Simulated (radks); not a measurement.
Isoelectronic series with 3 electrons, each ion in its NIST ground configuration. Method: scalar-relativistic Kohn-Sham, r2SCAN, spin-unpolarised, spherical densities, finite nucleus; meta-GGA in the generalised Kohn-Sham scheme; Fermi nuclear charge, rms radius of each element as measured or else 0.836 A^(1/3) + 0.57 fm; computed with a radial shooting solver on a logarithmic mesh with Libxc functionals. Total energies (hartree) and orbital eigenvalues (eV):

\begin{tabular}{lrrrr}
ion & configuration & E (hartree) & 2s & 1s \\ \hline
Li & [He] 2s1 & -7.46639 & -2.8512 & -53.5739 \\
C3+ & [He] 2s1 & -34.72876 & -55.9762 & -335.7886 \\
F6+ & [He] 2s1 & -82.30176 & -170.7674 & -864.0005 \\
Mg9+ & [He] 2s1 & -150.25312 & -347.1859 & -1638.560 \\
P12+ & [He] 2s1 & -238.68568 & -585.5551 & -2660.582 \\
Ar15+ & [He] 2s1 & -347.73401 & -886.3314 & -3931.585 \\
Sc18+ & [He] 2s1 & -477.56543 & -1250.094 & -5453.481 \\
Cr21+ & [He] 2s1 & -628.38106 & -1677.546 & -7228.579 \\
Co24+ & [He] 2s1 & -800.41737 & -2169.521 & -9259.602 \\
\end{tabular}
